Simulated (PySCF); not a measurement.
Al(Cl)(Et)(NH2) (C2H7AlClN), SMILES C[CH2][Al]([NH2])[Cl].

Geometry: PBE-D3(BJ)/def2-SVP. The structure was generated by enumeration; whether it is a known compound was not checked. Other conformers were not sampled.

The numbers are results of PBE-D3(BJ)/def2-SVP (PySCF 2.14.0), not measurements.

Frequencies are harmonic and unscaled.

Question: List the normal modes with their intensities. (An estimate is asked for; the answer gives what the named calculation found.)

Answer: 
```json
[
 {"mode": "1", "ν (cm⁻¹)": "30", "IR (km/mol)": "0.2", "Raman (Å⁴/amu)": "0.3", "depolarisation": "0.75", "moving atoms (share of kinetic energy)": "H 43 %, C 37 %, N 13 %"},
 {"mode": "2", "ν (cm⁻¹)": "91", "IR (km/mol)": "1.6", "Raman (Å⁴/amu)": "1.1", "depolarisation": "0.74", "moving atoms (share of kinetic energy)": "C 35 %, Cl 28 %, H 21 %, Al 10 %"},
 {"mode": "3", "ν (cm⁻¹)": "143", "IR (km/mol)": "3.3", "Raman (Å⁴/amu)": "0.7", "depolarisation": "0.75", "moving atoms (share of kinetic energy)": "H 49 %, Al 28 %, N 11 %"},
 {"mode": "4", "ν (cm⁻¹)": "169", "IR (km/mol)": "3.9", "Raman (Å⁴/amu)": "2.4", "depolarisation": "0.74", "moving atoms (share of kinetic energy)": "N 35 %, H 26 %, Cl 19 %, Al 12 %, C 8 %"},
 {"mode": "5", "ν (cm⁻¹)": "240", "IR (km/mol)": "4.4", "Raman (Å⁴/amu)": "0.3", "depolarisation": "0.49", "moving atoms (share of kinetic energy)": "H 66 %, Al 14 %, C 14 %"},
 {"mode": "6", "ν (cm⁻¹)": "287", "IR (km/mol)": "18.9", "Raman (Å⁴/amu)": "1.3", "depolarisation": "0.50", "moving atoms (share of kinetic energy)": "C 37 %, Al 36 %, H 15 %, N 10 %"},
 {"mode": "7", "ν (cm⁻¹)": "363", "IR (km/mol)": "35.7", "Raman (Å⁴/amu)": "0.1", "depolarisation": "0.14", "moving atoms (share of kinetic energy)": "H 95 %"},
 {"mode": "8", "ν (cm⁻¹)": "399", "IR (km/mol)": "114.4", "Raman (Å⁴/amu)": "0.4", "depolarisation": "0.35", "moving atoms (share of kinetic energy)": "H 85 %, N 14 %"},
 {"mode": "9", "ν (cm⁻¹)": "445", "IR (km/mol)": "17.5", "Raman (Å⁴/amu)": "16.1", "depolarisation": "0.09", "moving atoms (share of kinetic energy)": "Cl 43 %, C 20 %, Al 17 %, N 10 %, H 10 %"},
 {"mode": "10", "ν (cm⁻¹)": "569", "IR (km/mol)": "2.4", "Raman (Å⁴/amu)": "5.3", "depolarisation": "0.25", "moving atoms (share of kinetic energy)": "H 53 %, C 20 %, Al 13 %, N 11 %"},
 {"mode": "11", "ν (cm⁻¹)": "592", "IR (km/mol)": "18.5", "Raman (Å⁴/amu)": "1.5", "depolarisation": "0.30", "moving atoms (share of kinetic energy)": "H 69 %, C 21 %"},
 {"mode": "12", "ν (cm⁻¹)": "687", "IR (km/mol)": "190.4", "Raman (Å⁴/amu)": "1.6", "depolarisation": "0.08", "moving atoms (share of kinetic energy)": "H 42 %, Al 34 %, C 12 %, N 10 %"},
 {"mode": "13", "ν (cm⁻¹)": "827", "IR (km/mol)": "94.2", "Raman (Å⁴/amu)": "12.2", "depolarisation": "0.25", "moving atoms (share of kinetic energy)": "N 44 %, Al 43 %, H 12 %"},
 {"mode": "14", "ν (cm⁻¹)": "904", "IR (km/mol)": "6.3", "Raman (Å⁴/amu)": "0.3", "depolarisation": "0.72", "moving atoms (share of kinetic energy)": "H 90 %, C 9 %"},
 {"mode": "15", "ν (cm⁻¹)": "933", "IR (km/mol)": "8.1", "Raman (Å⁴/amu)": "1.6", "depolarisation": "0.50", "moving atoms (share of kinetic energy)": "H 86 %, C 13 %"},
 {"mode": "16", "ν (cm⁻¹)": "1012", "IR (km/mol)": "17.7", "Raman (Å⁴/amu)": "4.6", "depolarisation": "0.53", "moving atoms (share of kinetic energy)": "C 77 %, H 23 %"},
 {"mode": "17", "ν (cm⁻¹)": "1173", "IR (km/mol)": "0.9", "Raman (Å⁴/amu)": "5.6", "depolarisation": "0.13", "moving atoms (share of kinetic energy)": "H 61 %, C 39 %"},
 {"mode": "18", "ν (cm⁻¹)": "1200", "IR (km/mol)": "3.0", "Raman (Å⁴/amu)": "2.1", "depolarisation": "0.73", "moving atoms (share of kinetic energy)": "H 77 %, C 23 %"},
 {"mode": "19", "ν (cm⁻¹)": "1346", "IR (km/mol)": "3.1", "Raman (Å⁴/amu)": "5.2", "depolarisation": "0.72", "moving atoms (share of kinetic energy)": "H 83 %, C 17 %"},
 {"mode": "20", "ν (cm⁻¹)": "1375", "IR (km/mol)": "2.8", "Raman (Å⁴/amu)": "11.6", "depolarisation": "0.75", "moving atoms (share of kinetic energy)": "H 91 %, C 9 %"},
 {"mode": "21", "ν (cm⁻¹)": "1424", "IR (km/mol)": "3.8", "Raman (Å⁴/amu)": "13.8", "depolarisation": "0.74", "moving atoms (share of kinetic energy)": "H 96 %"},
 {"mode": "22", "ν (cm⁻¹)": "1431", "IR (km/mol)": "6.7", "Raman (Å⁴/amu)": "20.1", "depolarisation": "0.75", "moving atoms (share of kinetic energy)": "H 97 %"},
 {"mode": "23", "ν (cm⁻¹)": "1471", "IR (km/mol)": "44.0", "Raman (Å⁴/amu)": "5.9", "depolarisation": "0.73", "moving atoms (share of kinetic energy)": "H 89 %, N 11 %"},
 {"mode": "24", "ν (cm⁻¹)": "2953", "IR (km/mol)": "18.3", "Raman (Å⁴/amu)": "83.0", "depolarisation": "0.24", "moving atoms (share of kinetic energy)": "H 95 %"},
 {"mode": "25", "ν (cm⁻¹)": "2959", "IR (km/mol)": "35.5", "Raman (Å⁴/amu)": "191.0", "depolarisation": "0.02", "moving atoms (share of kinetic energy)": "H 97 %"},
 {"mode": "26", "ν (cm⁻¹)": "3003", "IR (km/mol)": "7.3", "Raman (Å⁴/amu)": "113.3", "depolarisation": "0.70", "moving atoms (share of kinetic energy)": "H 91 %, C 9 %"},
 {"mode": "27", "ν (cm⁻¹)": "3036", "IR (km/mol)": "23.3", "Raman (Å⁴/amu)": "108.2", "depolarisation": "0.69", "moving atoms (share of kinetic energy)": "H 91 %, C 9 %"},
 {"mode": "28", "ν (cm⁻¹)": "3051", "IR (km/mol)": "19.3", "Raman (Å⁴/amu)": "35.5", "depolarisation": "0.74", "moving atoms (share of kinetic energy)": "H 91 %, C 9 %"},
 {"mode": "29", "ν (cm⁻¹)": "3502", "IR (km/mol)": "26.3", "Raman (Å⁴/amu)": "192.4", "depolarisation": "0.12", "moving atoms (share of kinetic energy)": "H 96 %"},
 {"mode": "30", "ν (cm⁻¹)": "3595", "IR (km/mol)": "23.4", "Raman (Å⁴/amu)": "109.3", "depolarisation": "0.75", "moving atoms (share of kinetic energy)": "H 91 %, N 9 %"}
]
```
